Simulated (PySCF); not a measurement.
Shapes and spin states of RuS(OH)

All numbers come from PySCF, PBE0, basis Ru def2-SVP with ECP28, S def2-SVP, O def2-SVP, H def2-SVP (scalar-relativistic core potentials, no spin–orbit coupling, density fitting).

Relaxations began from a few typed shapes and spin states; open shells are unrestricted. The search is not exhaustive: other isomers or separated fragments can lie lower, and high-lying points may rest on an excited occupation.

Q: Order these stationary points by electronic energy, lowest first, in kJ/mol from the lowest minimum.
A. quartet C1: O–H 0.967 Å, Ru–O 1.868 Å, Ru–S 2.072 Å; H–O–Ru 117.5°, O–Ru–S 126.0°
B. quartet (⟨S²⟩ 3.97) Cs: O–H 0.964 Å, Ru–O 1.893 Å, Ru–S 2.122 Å; H–O–Ru 129.9°, O–Ru–S 178.8°
C. sextet Cs: O–H 0.963 Å, Ru–O 1.920 Å, Ru–S 2.158 Å; H–O–Ru 133.8°, O–Ru–S 140.9°
D. doublet (⟨S²⟩ 1.31) Cs: O–H 0.965 Å, Ru–O 1.837 Å, Ru–S 2.040 Å; H–O–Ru 132.6°, O–Ru–S 144.4°

A: A (0.0), B (20.9), D (39.1), C (51.2).

Q: Which of them are minima?

A: By energy in kJ/mol, 0.0: minimum; 20.9: saddle point, 1 imaginary mode; 39.1: minimum; 51.2: minimum.

For the lowest minimum: with open d or f shells other occupations or spin states may lie lower.
